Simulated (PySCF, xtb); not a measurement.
W(NH)(NMe)(OH)2 (CH₆N₂O₂W), SMILES C[N]=[W](=[NH])([OH])[OH], multiplicity 1. One conformer was computed; it need not be the lowest.

Harmonic wavenumbers (cm⁻¹) from GFN2-xTB (xtb) at its own minimum, in rising order: 43, 86, 96, 113, 145, 148, 185, 244, 260, 310, 376, 380, 451, 466, 506, 572, 609, 882, 1079, 1082, 1266, 1391, 1462, 1466, 2847, 2875, 2902, 3328, 3567, 3570.

Q: What does PBE-D3(BJ)/def2-SVP in PySCF give at its own minimum? (An estimate is asked for; the answer gives what the named calculation found.)

A: 81, 111, 115, 178, 209, 214, 253, 282, 323, 348, 532, 588, 620, 638, 642, 684, 705, 958, 1064, 1067, 1342, 1382, 1396, 1400, 2916, 2995, 3000, 3540, 3748, 3755. Paired by order, the mean absolute difference is 91 cm⁻¹ and the zero-point energies are 46.8 and 50.2 kcal/mol.
